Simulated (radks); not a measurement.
The numbers below are computed, except where a source is named.
Task: All-electron atom: Os8+ in [Xe] 4f14. Level of theory: non-relativistic Kohn-Sham, PBE, spin-polarised, spherical densities, point nucleus; relativity is left out, which matters for an element this heavy (a radial shooting solver on a logarithmic mesh with Libxc functionals). Some entries of the table are withheld. Estimate them.

orbital,occ.,eigenvalue (hartree),r(max) (bohr),<1/r> (bohr^-1)
1s,2,-2481.456,0.01322,75.45
2s,2,-414.1727,0.07197,17.72
2p,6,-397.6746,0.05585,17.76
3s,2,-98.92661,0.1973,6.836
3p,6,-91.22770,0.1857,6.789
3d,10,-76.87704,(1),6.715
4s,2,-23.74632,0.4423,2.964
4p,6,(2),(3),(4)
4d,10,(5),0.4371,2.684
5s,2,-6.85115,0.9853,1.248
4f,14,-6.63446,0.3989,2.304
5p,6,-5.79875,1.042,(6)

Result: 
(1) 3d r(max) (bohr): 0.1463
(2) 4p eigenvalue (hartree): -20.48529
(3) 4p r(max) (bohr): 0.4424
(4) 4p <1/r> (bohr^-1): 2.874
(5) 4d eigenvalue (hartree): -14.52086
(6) 5p <1/r> (bohr^-1): 1.157
